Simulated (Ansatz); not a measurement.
`C[SiH]1[SiH2]S1`. Total charge 0; spin multiplicity 1. The structure was optimised at the PBE0-D4/def2-TZVP level.

```xyz
10

C    -0.846   -1.460    0.417
Si   -0.482    0.365    0.332
Si    1.156    1.268   -0.909
S     1.367    1.018    1.221
H     0.025   -2.040    0.111
H    -1.685   -1.710   -0.238
H    -1.112   -1.745    1.438
H    -1.653    1.189    0.725
H     1.148    2.675   -1.376
H     2.081    0.440   -1.722
```

What is the dipole moment at B3LYP/def2-TZVPP? (Estimate.)

Ansatz gave: 2.03 D, with components (-1.28, -1.13, -1.10) D in this frame, pointing from negative to positive charge.

And with PBE, r2SCAN, ωB97M-V? (An estimate is asked.)

Computed: PBE 1.92 D, r2SCAN 2.00 D, ωB97M-V 2.07 D.

Give the Mulliken charges with B3LYP, PBE, r2SCAN in def2-TZVPP. (An estimate is asked.)

Ansatz gave: 
```json
{"atom": "C1", "B3LYP": "-0.35", "PBE": "-0.34", "r2SCAN": "-0.27"}
{"atom": "Si2", "B3LYP": "0.30", "PBE": "0.24", "r2SCAN": "0.31"}
{"atom": "Si3", "B3LYP": "0.22", "PBE": "0.17", "r2SCAN": "0.25"}
{"atom": "S4", "B3LYP": "-0.33", "PBE": "-0.28", "r2SCAN": "-0.33"}
{"atom": "H5", "B3LYP": "0.11", "PBE": "0.12", "r2SCAN": "0.08"}
{"atom": "H6", "B3LYP": "0.10", "PBE": "0.11", "r2SCAN": "0.08"}
{"atom": "H7", "B3LYP": "0.11", "PBE": "0.11", "r2SCAN": "0.08"}
{"atom": "H8", "B3LYP": "-0.06", "PBE": "-0.05", "r2SCAN": "-0.08"}
{"atom": "H9", "B3LYP": "-0.05", "PBE": "-0.04", "r2SCAN": "-0.06"}
{"atom": "H10", "B3LYP": "-0.05", "PBE": "-0.04", "r2SCAN": "-0.06"}
```

B3LYP here is the variant with VWN-RPA as its local correlation; programs differ in this.
